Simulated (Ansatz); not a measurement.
A nudged elastic band was laid between two geometries of CH$_{8}$BNO (12 atoms, charge 0, multiplicity 1).

Computed with RKS PBE-D4/6-31G* (Ansatz).

```yaml
movable_images: 5
climbing_image: yes
spring: 5.0 eV/Å²
optimiser: quadratic models (default)
start_path: through a guess of the saddle point
force_threshold: 0.05 eV/Å
iteration_limit: 60
end_points: relaxed
```

Initial state:

```xyz
12
Properties=species:S:1:pos:R:3
B 0.258 0.190 0.353
O -0.977 -0.215 0.988
H -1.657 -0.338 0.303
H 1.260 -0.256 0.903
H 0.289 0.159 -0.877
N 0.410 1.849 0.692
H 1.329 2.177 0.365
C -0.684 2.679 0.135
H -1.627 2.234 0.485
H -0.619 3.733 0.451
H -0.641 2.610 -0.962
H 0.413 1.926 1.718
```

Final state:

```xyz
12
Properties=species:S:1:pos:R:3
B 0.652 0.519 -0.131
O -1.027 -0.155 2.154
H -1.644 -0.386 1.431
H 1.606 -0.101 0.257
H -0.197 0.046 -0.848
N 0.532 1.871 0.231
H 1.264 2.298 0.802
C -0.497 2.813 -0.198
H -1.227 2.279 -0.824
H -1.030 3.260 0.662
H -0.066 3.637 -0.796
H -0.612 0.666 1.815
```

(1) Which bonds break or form, and what moves?

(2) Give the energies along the band, and the barrier.

(3) What is the geometry of the highest image?

(4) What are the harmonic wavenumbers there?

## Answers

(1) Bonds broken: B1–O2, N6–H12. Bonds formed: O2–H12. CH8BNO becomes CH6BN + H2O.

(2) The forces met the threshold. The highest image is number 4 of 0 to 6, 0.96 eV above the first end and 0.28 eV above the last; the last end lies 0.69 eV above the first. A vibrational analysis at the climbing image gives one clearly imaginary mode, 804i cm⁻¹: a first-order saddle point. The orbitals stay closed-shell, which can raise the energy where a bond breaks towards radicals; this wasn't checked here.

```json
{"image": "0", "path coordinate (Å)": "0.00", "energy (eV)": "0.00", "B1–O2 (Å)": "1.45", "N6–H12 (Å)": "1.03", "O2–H12 (Å)": "2.66"}
{"image": "1", "path coordinate (Å)": "0.77", "energy (eV)": "0.03", "B1–O2 (Å)": "1.45", "N6–H12 (Å)": "1.03", "O2–H12 (Å)": "2.45"}
{"image": "2", "path coordinate (Å)": "1.54", "energy (eV)": "0.07", "B1–O2 (Å)": "1.45", "N6–H12 (Å)": "1.03", "O2–H12 (Å)": "2.33"}
{"image": "3", "path coordinate (Å)": "2.31", "energy (eV)": "0.14", "B1–O2 (Å)": "1.46", "N6–H12 (Å)": "1.04", "O2–H12 (Å)": "2.03"}
{"image": "4", "path coordinate (Å)": "3.08", "energy (eV)": "0.96", "B1–O2 (Å)": "1.67", "N6–H12 (Å)": "1.46", "O2–H12 (Å)": "1.15"}
{"image": "5", "path coordinate (Å)": "3.97", "energy (eV)": "0.75", "B1–O2 (Å)": "2.46", "N6–H12 (Å)": "2.16", "O2–H12 (Å)": "0.98"}
{"image": "6", "path coordinate (Å)": "4.86", "energy (eV)": "0.69", "B1–O2 (Å)": "2.91", "N6–H12 (Å)": "2.30", "O2–H12 (Å)": "0.98"}
```

(3) 
```xyz
12
Properties=species:S:1:pos:R:3:forces:R:3
B 0.402 0.384 0.231 0.00 0.01 -0.01
O -0.525 -0.224 1.474 0.01 -0.02 0.03
H -1.375 -0.539 1.099 0.00 0.01 -0.01
H 1.531 -0.020 0.393 0.00 0.00 0.00
H -0.150 0.130 -0.822 0.00 0.00 0.00
N 0.159 1.845 0.721 0.01 0.00 -0.01
H 0.980 2.269 1.163 0.00 0.00 0.00
C -0.527 2.809 -0.144 0.00 -0.01 0.01
H -1.435 2.339 -0.556 0.00 0.00 0.00
H -0.830 3.708 0.422 0.00 0.00 0.00
H 0.097 3.131 -1.000 0.00 0.00 0.00
H -0.575 0.916 1.574 -0.01 0.00 -0.01
```

(4) 804i, 131, 188, 327, 522, 601, 667, 738, 792, 825, 939, 987, 1084, 1125, 1139, 1144, 1187, 1382, 1435, 1473, 1497, 1552, 1890, 2485, 2571, 2963, 3025, 3067, 3450, 3641 cm⁻¹.

Time of the run: 3.4 min on 1 thread of Arm Neoverse V2, with other jobs on the host, peak memory 0.11 GiB.
